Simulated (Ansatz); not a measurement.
The first iterations of a band of C2H7NSeSi (12 atoms, charge 0, multiplicity 1).

Level of theory: RHF/def2-SVP (Ansatz 0.2.0).

```
movable images  : 7
climbing image  : yes
spring          : 5.0 eV/Å²
optimiser       : quadratic models (default)
start path      : IDPP
force threshold : 0.05 eV/Å
iteration limit : 60
end points      : relaxed
```

Image 0:

```xyz
12
Properties=species:S:1:pos:R:3
C -1.166 0.504 0.689
C 0.028 -0.421 0.683
Se 0.254 -1.529 2.258
N 0.880 -0.561 -0.206
Si 1.250 0.076 -1.773
H -1.110 1.181 1.543
H -2.085 -0.075 0.781
H -1.204 1.089 -0.227
H -0.910 -1.060 2.996
H 0.312 1.129 -2.246
H 1.218 -1.041 -2.740
H 2.609 0.654 -1.724
```

Image 8:

```xyz
12
Properties=species:S:1:pos:R:3
C -1.352 -0.336 0.398
C 0.092 -0.121 0.787
Se 0.513 -0.361 2.664
N 1.040 0.189 0.054
Si 1.350 0.534 -1.615
H -1.994 0.353 0.947
H -1.659 -1.351 0.650
H -1.490 -0.176 -0.670
H -0.826 -0.704 3.123
H 1.941 1.886 -1.701
H 0.145 0.496 -2.486
H 2.317 -0.465 -2.116
```

| iteration | highest image above the first end (eV) | largest band force component (eV/Å) |
| --- | --- | --- |
| 1 | 0.167 | 1.144 |
| 2 | 0.044 | 0.342 |

Problem. Does the band converge within its limit, and where does its top end?

Solution. The forces met the threshold. It ended after 8 iterations with the highest image 0.029 eV above the first end. A vibrational analysis at the climbing image gives one clearly imaginary mode, 67i cm⁻¹: a first-order saddle point.

Run time: 2.5 min on 2 threads of Arm Neoverse V1 (shared host), peak memory 0.32 GiB.
